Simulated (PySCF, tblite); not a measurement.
Isomers of C5H12OSSi2, one GFN2-xTB conformer each. Single-point energies are computed at PBE0/pcSseg-1 (PySCF, gas phase, no added dispersion term), electronic only.

Question: Rank them by PBE0/pcSseg-1 energy, lowest first (kcal/mol).
A. `[CH3:1][CH:2]([CH3:3])[O:4][Si@@H:5]([SH:6])[C:7]#[C:8][SiH3:9]` with C1–C2–O4–Si5 86°, C2–O4–Si5–S6 -176°, O4–Si5–S6–H 9°
B. `[CH3:1][Si:2]([CH3:3])([CH3:4])[O:5][C:6]([SiH3:7])=[C:8]=[S:9]` with Si2–O5–C6–Si7 -179°
C. `[SiH3:1][CH2:2]/[CH:3]=[CH:4]/[Si@H:5]1[O:6][CH2:7][CH2:8][S:9]1` with Si1–C2–C3–C4 -109°, C3–C4–Si5–O6 118°, C4–Si5–O6–C7 116°, Si5–O6–C7–C8 27°, O6–C7–C8–S9 -43°, C7–C8–S9–Si5 35°

Answer: C (0.0), A (17.2), B (21.9).

As drawn, the highest has cumulated double bonds and a C=S bond, which the lowest lacks. GFN2-xTB itself gives, in the same order: 0.0, 15.3, 36.8. Both levels put the same isomer lowest; measured from each level's own lowest isomer, the values differ by up to 14.9 kcal/mol (C[Si](C)(C)OC([SiH3])=C=S: 36.8 against 21.9).

Question: Which frontier levels, dipoles and rotational constants go with these structures?

Answer: 
```csv
SMILES,"HOMO (eV, PBE0/pcSseg-1)",LUMO (eV),dipole (D),"A, B, C (MHz)"
[SiH3]C/C=C/[Si@H]1OCCS1,-6.72,-0.69,1.30,"2638, 373.4, 341.9"
CC(C)O[Si@@H](S)C#C[SiH3],-7.27,-0.95,2.99,"1037, 534.1, 374.1"
C[Si](C)(C)OC([SiH3])=C=S,-6.02,-2.56,1.30,"1148, 666.6, 491.6"
```

Question: What happens when harmonic zero-point energies from GFN2-xTB frequencies are added?

Answer: 
```csv
SMILES,ZPE (kcal/mol),electronic (kcal/mol),with ZPE (kcal/mol)
[SiH3]C/C=C/[Si@H]1OCCS1,96.2,0.0,0.0
CC(C)O[Si@@H](S)C#C[SiH3],92.8,17.2,13.9
C[Si](C)(C)OC([SiH3])=C=S,94.1,21.9,19.8
```

The zero-point energies span 3.4 kcal/mol. The order is unchanged.
